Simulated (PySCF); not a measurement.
Start geometry of `C#C[SiH2][Te]C` from GFN2-xTB (Å):
```
atom  x, y, z in Å
C1    -0.2685    0.3052    2.6513
C2     0.4493    0.3715    1.7010
Si3    1.5094    0.3692    0.1889
Te4    0.7961   -1.3861   -1.4053
C5    -1.2193   -0.5454   -1.5649
H6    -0.9289    0.3098    3.4833
H7     2.9029    0.0312    0.5936
H8     1.4731    1.7266   -0.3758
H9    -1.8046   -1.1568   -2.1947
H10   -1.1758    0.4601   -1.9511
H11   -1.6955   -0.5111   -0.5721
```

Problem. What comes out of this run: PBE0-D3(BJ)/def2-SVP geometry optimisation, gas phase, def2 core potentials past Kr in PySCF 2.14.0?

Solution. 
```
atom  x, y, z in Å
C1    -0.2462    0.2761    2.6124
C2     0.4899    0.3155    1.6433
Si3    1.5512    0.3524    0.1482
Te4    0.7329   -1.3163   -1.5117
C5    -1.2706   -0.4949   -1.4787
H6    -0.8852    0.2417    3.4772
H7     2.9516   -0.0171    0.5023
H8     1.5143    1.7398   -0.4019
H9    -1.8923   -1.1473   -2.1045
H10   -1.2651    0.5226   -1.8879
H11   -1.6406   -0.4989   -0.4460
```

The energy falls by 0.111 eV over 6 energy and gradient evaluations, the largest force component goes from 0.0474 to 4.2e-04 Eh/bohr, and the atoms move by 0.067 Å rms after alignment. The bond that changes most is C5–H9 (methyl carbon to methyl hydrogen), which lengthens by 0.042 Å. Bonds longer at the end by more than 0.005 Å: 6 of 10; shorter: 2. Among the angles that change most is C2–C1–H6, from 176.3° to 179.2°. Rotational constants go from 3855, 1128, 982.3 to 3870, 1142, 978.9 MHz. The orientation of the end geometry is arbitrary; only internal coordinates are fixed.

The run used 116 basis functions and 47 SCF cycles in all. Time: 41 s; peak memory 0.51 GiB. Hardware: one thread, Arm Neoverse V1 (aarch64), shared host.

Stationary, but not proved a minimum. One conformer, not necessarily the lowest.
